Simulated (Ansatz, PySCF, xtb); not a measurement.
Gas-phase reaction in SMILES: CCOC [methoxyethane] + 3 [H][H] (H2) → 3 C (CH4) + O (H2O)
Each molecule is optimised on its own at B3LYP-D3(BJ)/def2-TZVP (Ansatz, a first-principles code), one conformer each, not searched for the lowest.

Wanted: energy of full hydrogenation (electronic energy difference), in eV. Cores are frozen in the correlated levels unless marked. No spin-orbit coupling. No relativistic terms. CBS marks a two-point X^-3 extrapolation of the correlation energy; Hartree-Fock from the larger set. The bracket is a focal-point correction in the basis named.

| level | program | energy of full hydrogenation (eV) | minus last row |
|---|---|---|---|
| GFN1-xTB | xtb | -3.41 | -0.43 |
| HF/STO-3G | Ansatz | -2.14 | 0.84 |
| RI-HF/aug-cc-pVTZ | Ansatz | -3.27 | -0.29 |
| RI-HF/cc-pVQZ | Ansatz | -3.25 | -0.27 |
| PBE-D4/def2-TZVPD | Ansatz + dftd4 | -2.83 | 0.15 |
| r2SCAN-D4/def2-TZVPD | Ansatz + dftd4 | -2.87 | 0.11 |
| B3LYP-D3(BJ)/def2-TZVPD | Ansatz + dftd3 | -2.91 | 0.07 |
| B3LYP/def2-TZVPD | Ansatz | -3.05 | -0.07 |
| PBE0-D4/def2-TZVP | Ansatz + dftd4 | -2.88 | 0.10 |
| PBE0/def2-TZVPD | Ansatz | -3.03 | -0.05 |
| PBE0/def2-QZVPP | Ansatz | -3.08 | -0.10 |
| TPSSh-D3(BJ)/def2-TZVPD | PySCF + dftd3 | -2.66 | 0.32 |
| HSE06/def2-TZVPD | Ansatz | -3.02 | -0.04 |
| MP2/cc-pVTZ | Ansatz | -2.95 | 0.03 |
| RI-MP2/cc-pVTZ | Ansatz | -2.95 | 0.03 |
| CCSD/aug-cc-pVDZ | Ansatz | -3.10 | -0.12 |
| CCSD/cc-pVDZ | Ansatz | -2.89 | 0.09 |
| CCSD(T)/6-31G | Ansatz | -2.67 | 0.31 |
| CCSD(T)/6-31G* | Ansatz | -2.29 | 0.69 |
| RI-MP2/CBS(cc-pVTZ,cc-pVQZ)+[CCSD(T)-MP2]/cc-pVDZ | Ansatz | -2.98 | 0.00 |
| RI-MP2/CBS(cc-pVTZ,cc-pVQZ)+[CCSD(T)-MP2]/cc-pVTZ | Ansatz | -2.98 | 0.00 |
